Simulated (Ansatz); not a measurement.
Isolated molecules relaxed with PBE0-D4/def2-TZVP in Ansatz; ΔE leaves out vibrations. CCSD(T)/CBS is the MP2 limit (def2-TZVPP, def2-QZVPP) plus CCSD(T) − MP2 in def2-TZVPP, frozen cores. This one scheme is used for every species. Functionals use def2-TZVPP. B3LYP here is the variant with VWN-RPA as its local correlation; programs differ in this. Each species was taken in one conformer, which may not be the lowest.

Reaction (cleavage of the Si–Si bond): `F[SiH2][SiH2]F` + `OCF` → `FCO[SiH2]F` + `F[SiH3]`

```csv
level,ΔE (kJ/mol)
B3LYP-D4,-120.7
PBE,-96.4
MP2/def2-TZVPP,-135.0
CCSD/CBS(def2),-126.4
```

(1) What does CCSD(T)/CBS give? (An estimate is asked.)

Largest T1 diagnostic among the species: 0.012.

Answers

(1) Computed: -124.5 kJ/mol. The listed levels differ from it by 3.8, 28.1, -10.5, -1.9 kJ/mol.

In def2-TZVPP, CCSD(T) changes the Hartree–Fock value by +16.6 kJ/mol (the triples alone add +1.9 kJ/mol) and MP2 by +8.3 kJ/mol. From PBE to PBE0 (25 % exact exchange), in def2-TZVPP and without D4, ΔE moves by −8.7 kJ/mol.
